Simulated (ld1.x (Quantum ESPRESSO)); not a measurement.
## Ag: one change to a TM semilocal potential, before and after

| Quantity | Value |
| --- | --- |
| Element | Ag |
| Generator | ld1.x (Quantum ESPRESSO) 7.5 |
| Type | norm-conserving Troullier–Martins (semilocal form) |
| Functional | Wu–Cohen |
| Relativity | scalar-relativistic |
| Frozen core | [Ar] 3d10 4s2 |
| Valence charge | 17 |
| Reference configuration | 4p6 4d10 5s0 5p0 (charge +1) |
| Partial waves | 4p (bound): rc 0.95 bohr; 4d (bound): rc 1.65 bohr; 5s (bound, empty): rc 2.10 bohr |
| Local potential | the s channel |
| Core correction | none |

All-electron outer shells of the reference configuration (Wu–Cohen, scalar-relativistic, ld1.x):

```csv
shell,level (eV),outermost node (bohr),outermost maximum (bohr)
4s,-103.24,0.44,0.82
4p,-66.81,0.44,0.87
4d,-15.65,0.43,1.04
5s,-11.23,1.11,2.34
5p,-6.17,1.24,3.08
```

Change: core correction a·sin(br)/r model core inside 0.88 bohr.

Cutoffs: the cutoffs (Ry, on a coarse ladder) from which the occupation-weighted sum of valence levels, in a spherical-Bessel basis at the reference potential, stays within 10 and 1 mRy of its value at 400 Ry; they do not see the model core or the augmentation charge, which bear on the density cutoff. Errors are all-electron minus pseudo energies relative to the spin-unpolarised reference configuration.

**Question.** Predict the effect on cutoff, ghosts and configuration errors.

**Answer.** The potential gets neither clearly harder nor softer (160 Ry and 200 Ry → 160 Ry and 200 Ry); of the 7 tests that both files solve, the error grows in 5 and shrinks in 0 by more than 15 % and 0.3 meV (median size 17.6 → 22.3 meV); neither file shows a bound ghost. A semilocal file is local in each channel, so a ghost entry of none says nothing of the separable form that plane-wave codes build from it. A model core, the more so a compact one, raises the density cutoff, which this test does not measure.

| quantity | base | changed |
| --- | --- | --- |
| cutoff, loose | 160 Ry | 160 Ry |
| cutoff, tight | 200 Ry | 200 Ry |
| bound ghosts | none | none |
| error for 4p6 4d10 5s1 5p0, meV [ΔE -7.73 eV] | -6.2 | -7.3 |
| error for 4p6 4d9 5s0 5p0, meV [ΔE 22.13 eV] | -5.7 | -9.1 |
| error for 4p6 4d8 5s0 5p0, meV [ΔE 58.33 eV] | -26 | -45 |
| error for 4p6 4d9 5s1 5p1, meV [ΔE 0.92 eV] | -18 | -22 |
| error for 4p6 4d10 5s0 5p1, meV [ΔE -3.76 eV] | +12 | +12 |
| error for 4p6 4d9 5s2 5p0, meV [ΔE -3.68 eV] | -77 | -82 |
| error for 4p6 4d7 5s0 5p0, meV [ΔE 110.05 eV] | -64 | -121 |
| s: phases at 2.30 bohr within 0.05 rad from the reference energy up to (Ry; the scan ends near 5) | 2.8 | 2.8 |
| p: phases at 2.30 bohr within 0.05 rad from the reference energy up to (Ry; the scan ends near 5) | to the end of the scan | to the end of the scan |
| d: phases at 2.30 bohr within 0.05 rad from the reference energy up to (Ry; the scan ends near 5) | 2.5 | 2.5 |
